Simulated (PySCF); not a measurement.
SiF₂, SMILES F[Si]F (connectivity only; charge and spin as stated), neutral, multiplicity 1.

Geometry optimised at TPSSh-D3(BJ)/def2-TZVP. The isomer is the one that the SMILES or the coordinates give; other isomers of the formula were not compared.

Two levels are set side by side: PBE/def2-TZVPD (PySCF) and HF/def2-TZVPD (PySCF). Same geometry, gas phase. Differences are taken from unrounded values.

```json
[
 {"quantity": "orbital gap (eV)", "PBE": "4.12"},
 {"quantity": "highest occupied level (eV)", "PBE": "-7.21"},
 {"quantity": "lowest empty level (eV)", "PBE": "-3.09"},
 {"quantity": "dipole moment (D)", "PBE": "1.08"},
 {"quantity": "mean polarisability (bohr³)", "PBE": "30.5"}
]
```

Problem. These are the PBE values. What does HF give? (The exact figures need the calculation; the answer reports its results.)

Solution. 
| quantity | HF | PBE minus HF |
|---|---|---|
| orbital gap (eV) | 11.90 | -7.78 |
| highest occupied level (eV) | -11.10 | 3.88 |
| lowest empty level (eV) | 0.80 | -3.90 |
| dipole moment (D) | 1.25 | -0.17 |
| mean polarisability (bohr³) | 27.4 | 3.1 |

Without exact exchange PBE keeps part of each electron's self-repulsion, which lifts occupied levels and narrows the gap. Loosely held outer electrons make PBE densities more polarisable. Differences between two approximate levels are no errors against the true value.

Rough cost on one machine, each run with all the roots and properties that it gave: HF against PBE about 1/3.
